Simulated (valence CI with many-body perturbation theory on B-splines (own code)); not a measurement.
Values are calculated unless marked as measured or tabulated.
## Bi68+: what the settings do

Level of theory: valence CI with perturbative core correlation (CI+MBPT): five valence electrons over a frozen Dirac-Fock core [Ne], radial functions for each j: 6 s, 6 p, 5 d, 3 f, 1 g, with the one-electron correlation potential Σ1 (screened to all orders), the two-electron term Σ2, the three-electron term Σ3, Breit, model QED; selected single and double excitations, second order for the rest, scaled by the run's own slope (own B-spline code, finite nucleus).

No measured spectrum was set against this ion. As an estimate, large intervals hold to a few tenths of a per cent, small ones and those within an open d or f shell to about a per cent. Among the levels kept, up to 790 cm⁻¹ of a level comes from second order outside the variational space, and about a tenth of that is noise between levels of different J, which matters for small intervals.

The reference run has the lowest level (3s^2 3p1/2^2 3p3/2) J=3/2 and an ionisation energy of 8016.25 eV. Its largest variational space holds 10000 state functions.

Levels are named by their leading jj configuration (3d3/2^4 stands for four electrons in 3d with j = 3/2), which in mixed levels can hold well under half, so a name can repeat and another be missing. Letters in brackets count levels of one name in rising energy.

Changed runs:
A. shift of the energy in Σ1 (hartree) 0 → -88.817; three-electron term on → off
B. Breit term on → off; QED terms on → off
C. scale of Σ2 1 → 0.5; cutoff of virtual states (hartree) 13778 → 35520
D. start configuration 3s2 3p3 → 3s2 3p4 (bad on purpose)

Excitation energies of the reference run in cm⁻¹, and shifts in cm⁻¹:

```tsv
Level	Reference	A	B	C
(3s^2 3p1/2^2 3d3/2) J=3/2	2148880	+1567	+18941	+1374
(3s^2 3p1/2^2 3d5/2) J=5/2	3394790	+2152	+45288	+2091
(3s^2 3p1/2 3p3/2^2) J=3/2	4869500	-397	+52985	-935
(3s^2 3p1/2 3p3/2^2) J=5/2	4976330	-145	+60362	-776
(3s^2 3p1/2 3p3/2^2) J=1/2	5121240	+85	+50906	-579
(3s 3p1/2^2 3p3/2^2) J=5/2	6569220	-1075	+65689	-238
(3s 3p1/2^2 3p3/2^2) J=3/2	6827950	-474	+64459	+522
(3s 3p1/2^2 3p3/2^2) J=1/2	6862530	-587	+58576	+357
(3s^2 3p1/2 3p3/2 3d3/2) J=5/2 [a]	6989260	+825	+79965	+422
(3s^2 3p1/2 3p3/2 3d3/2) J=1/2 [a]	7023260	+839	+70734	+474
(3s^2 3p1/2 3p3/2 3d3/2) J=3/2 [a]	7030530	+827	+75183	+732
(3s^2 3p1/2 3p3/2 3d3/2) J=7/2	7102520	+1210	+87678	+429
Ionisation energy (eV)	8016.25	+0.40	+8.67	-0.09
```

Run D: It gave no result: the electrons of core and valence do not add up to the charge. The program said: "core and valence hold 16 electrons, the ion has 15".
